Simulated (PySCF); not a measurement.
Coordinates in bohr (charge 0 multiplicity 1):
```
O     0.0000    0.0000    0.0000
Cs    0.0000    0.0000    4.5688
Cs    0.0000    0.0000   -4.5688
```

Method: PySCF, B3LYP, basis O def2-TZVP, Cs def2-TZVP with ECP46 (scalar-relativistic core potentials, no spin–orbit coupling, density fitting).

This geometry of Cs2O is a stationary point at this level.

(1) What is the point group?

(2) Is it a minimum?

(3) Give the atomic charges and bond orders.

(4) Give the ideal-gas entropy at 298.15 K and 1 bar by parts.

(5) What is the atomisation energy, with and without zero-point energy?

Answers

(1) D∞h.

(2) Yes: all harmonic wavenumbers are real.

(3) 
| atom | Mulliken | Löwdin | polar tensor | Mayer order to O1 |
| --- | --- | --- | --- | --- |
| O1 | -1.09 | -0.96 | -1.61 | – |
| Cs2,3 | 0.54 | 0.48 | 0.81 | 0.66 |

(4) translation 179.2, rotation 84.5, vibration 49.8, spin 0.0; total 313.5 J/(mol K).

(5) 490 kJ/mol without, 485 kJ/mol with.

Other isomers or separated fragments may lie lower.
